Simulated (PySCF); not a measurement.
ClH₂Si, SMILES [SiH2]Cl (connectivity only; charge and spin as stated), charge +1, multiplicity 1. Coordinates come from a B3LYP-D3(BJ)/def2-TZVP optimisation. The spin state was assumed, not searched. The isomer is the one that the SMILES or the coordinates give; other isomers of the formula were not compared.

TDDFT-B3LYP/def2-TZVPD (PySCF) puts the lowest singlet excitations at 4.63, 6.17, 6.68, 6.94, 7.58, 8.24 eV and the lowest triplet (TDA) at 4.35 eV.

### Question
What are the lowest singlet roots from EOM-CCSD/aug-cc-pVDZ (PySCF)? (Estimate from the structure and the level; the computed values follow.)

### Answer
5.06, 6.58, 7.29, 7.42, 8.21, 8.90 eV; triplets 4.90, 5.53, 6.81 eV. S1 differs by 0.43 eV (second minus first; roots are paired by order, and the bases may differ).
